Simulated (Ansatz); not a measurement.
F$_{2}$HSSn (`[F][Sn]([F])[SH]`) radical. The species carries charge 0 and has multiplicity 2. Sn: def2 effective core potential.

Z-matrix (Å, degrees):
```
Sn
F 1 1.919
S 1 2.423 2 106.2
F 1 1.923 2 103.4 3 -113.3
H 3 1.346 1 90.5 2 -154.6
```

List the harmonic frequencies (cm⁻¹, unscaled) at PBE0-D4/def2-TZVP in Ansatz. (An estimate is asked.)

The calculation gave: 61, 136, 161, 170, 320, 603, 611, 675, 2698.

Is this a minimum?

Yes, all 9 modes are real.

Give the ideal-gas thermochemistry at 298.15 K and 1 bar (rigid rotor, harmonic oscillator; point group C1, symmetry number 1).

Zero-point energy 32.5 kJ/mol; H(298) − E = 51.7 kJ/mol; entropy 356.0 J/(mol·K), of which translation 174.3, rotation 114.1, vibration 61.8, electronic 5.8; G(298) − E = -54.4 kJ/mol. Modes under 100 cm⁻¹ are hindered rotations or soft bends, so the harmonic entropy is rough.

Rotational constants (cm⁻¹)?

0.1479, 0.07603, 0.05942.
